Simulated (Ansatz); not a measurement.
A CCSD(T) single point on `[CH3][Al-]([CH3])([PH3+])[Cl]`.

```yaml
crystal:
  periodic: [false, false, false]
  atoms:
    - {symbol: C, position_ang: [-1.761865, 1.021123, 0.207611]}
    - {symbol: Al, position_ang: [0.101371, 0.644001, -0.255635]}
    - {symbol: C, position_ang: [1.578050, 0.813501, 1.016861]}
    - {symbol: P, position_ang: [0.052501, -1.871926, -0.696556]}
    - {symbol: Cl, position_ang: [0.623757, 0.997906, -2.320531]}
    - {symbol: H, position_ang: [-2.054567, 0.558057, 1.155439]}
    - {symbol: H, position_ang: [-1.910513, 2.100453, 0.321225]}
    - {symbol: H, position_ang: [-2.460097, 0.684763, -0.563900]}
    - {symbol: H, position_ang: [2.506562, 0.376215, 0.639306]}
    - {symbol: H, position_ang: [1.349962, 0.346115, 1.980195]}
    - {symbol: H, position_ang: [1.783566, 1.870767, 1.216603]}
    - {symbol: H, position_ang: [-0.241098, -2.872291, 0.255924]}
    - {symbol: H, position_ang: [1.246594, -2.413126, -1.211557]}
    - {symbol: H, position_ang: [-0.827124, -2.284962, -1.716186]}
basis:
  gaussian: {orbitals: def2-TZVPP}
correlation: {method: ccsd_t}
output: {orbitals: {seedname: orbitals}}
```

```sh
$ ansatz run in.yaml --threads 4 --pin off --events-out ev --progress --plain --max-ram 11315MiB
```

Log, shortened:

```
Functional definition: HF
1789 factors; integrals over basis functions are off by at most 1.2e-3 eV
mean field evaluation 1: about -30561.5591 eV, gradient 3.9e1 eV
mean field evaluation 2: about -30561.7407 eV, gradient 3.9e1 eV
mean field evaluation 4: about -30566.1690 eV, gradient 3.4e0 eV
mean field evaluation 8: about -30566.2343 eV, gradient 2.5e-1 eV
mean field evaluation 16: about -30566.2346 eV, gradient 2.1e-6 eV
mean field -30566.23456654 eV, -1123.2884017825 hartree, gradient 2.1e-6 eV, S^2 0.000000; 0 other end points of the search recorded, 0 dependent functions left out
17 core orbitals not correlated: weight in the atoms' cores, before any rotation towards them, 1.000 or more for the frozen orbitals, at most 0.000 for the correlated occupied ones
reference -30566.23456654 eV, -1123.2884017825 hartree; 16, 16 occupied and 281, 281 virtual orbitals, 1789 factors
second order -21.85942944 eV of doubles, -0.00000000 eV of singles
cycle   1  -23.27671675 eV  change    -1.4e0 eV  update   9.4e-2
cycle   2  -23.85477681 eV  change   -5.8e-1 eV  update   2.8e-2
cycle   3  -23.92284422 eV  change   -6.8e-2 eV  update   1.1e-2
cycle   4  -23.91708525 eV  change    5.8e-3 eV  update   3.0e-3
cycle   5  -23.91571689 eV  change    1.4e-3 eV  update   1.1e-3
cycle   6  -23.91556400 eV  change    1.5e-4 eV  update   3.4e-4
cycle   7  -23.91550015 eV  change    6.4e-5 eV  update   1.1e-4
cycle   8  -23.91551540 eV  change   -1.5e-5 eV  update   3.8e-5
perturbative correction -0.92800644 eV, -0.0341036077 hartree
Total energy: -30591.07808838 eV, -1124.2013843705 hartree
```

Hardware: 4 threads of an Arm Neoverse V2 on a shared host. Wall time 13 min, peak host memory 4.1 GiB.

Correlation energy per correlated electron: -0.776 eV. T1 diagnostic: 0.0101.
